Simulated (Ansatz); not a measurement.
CH8ClNSi2 (`CN([SiH3])[SiH2]Cl`), relaxed with RKS PBE0-D4/def2-TZVP in the Gaussian-basis code of Ansatz from a GFN2-xTB geometry. The force threshold is 0.005 eV/Å; the program also tests the step.

The species carries charge 0 and has multiplicity 1.

Start:

```xyz
13

C    -0.354    1.013   -1.049
N    -0.078   -0.046   -0.094
Si    1.471   -0.827   -0.315
Si   -1.125   -0.094    1.278
Cl   -0.857   -1.812    2.269
H     0.177    1.931   -0.787
H    -1.419    1.234   -1.079
H    -0.035    0.709   -2.046
H     2.540    0.163   -0.127
H     1.574   -1.908    0.652
H     1.475   -1.308   -1.699
H    -0.870    1.002    2.218
H    -2.500   -0.057    0.778
```

(1) By how much does the energy fall, and how many steps does the optimiser take? (Estimate.)

(2) Which bonds change most? (Estimate.)

(3) Give the relaxed structure. (An estimate is asked.)

Answers

(1) Ansatz gave: 0.21 eV, in 25 steps.

(2) The calculation gave: Si4–Cl5 from 2.001 to 2.067 Å; Si3–H10 from 1.453 to 1.483 Å; Si3–H11 from 1.466 to 1.489 Å; N2–Si4 from 1.727 to 1.707 Å.

(3) Ansatz gave: 
```xyz
13

C    -0.518    0.758   -1.204
N     0.025    0.153    0.013
Si    1.662   -0.412   -0.075
Si   -1.054   -0.196    1.289
Cl   -2.286   -1.804    0.877
H     0.206    1.451   -1.645
H    -1.422    1.331   -0.979
H    -0.776    0.007   -1.958
H     2.554    0.726   -0.425
H     2.029   -0.974    1.247
H     1.826   -1.452   -1.128
H    -0.279   -0.540    2.499
H    -1.967    0.952    1.488
```
